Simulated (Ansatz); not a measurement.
Consider the substitution at a C–Si bond: `C[SiH]1C=CS1` + `OB(S)S` → `COB(S)S` + `C1=CS[SiH2]1`.

Calculated with Ansatz (gas phase, PBE0-D4/def2-TZVP geometries, no zero-point term in ΔE). CCSD(T)/CBS adds triple-zeta CCSD(T) − MP2 to the extrapolated MP2 energy (def2 sets, frozen cores). This one scheme is used for every species. DFT in def2-TZVPP. Each species was taken in one conformer, which may not be the lowest.

| level | ΔE (kcal/mol) |
| --- | --- |
| PBE-D4 | 23.5 |
| B2PLYP | 22.9 |
| MP2/def2-TZVPP | 24.6 |
| CCSD(T)/def2-TZVPP | 23.0 |

Question: What does CCSD(T)/CBS give? (Best estimate.)

Answer: Ansatz gave: +23.6 kcal/mol. The listed levels differ from it by -0.1, -0.7, 1.0, -0.6 kcal/mol.

Largest T1 diagnostic among the species: 0.013.

In def2-TZVPP, CCSD(T) changes the Hartree–Fock value by +2.1 kcal/mol (the triples alone add +0.1 kcal/mol) and MP2 by +3.8 kcal/mol.
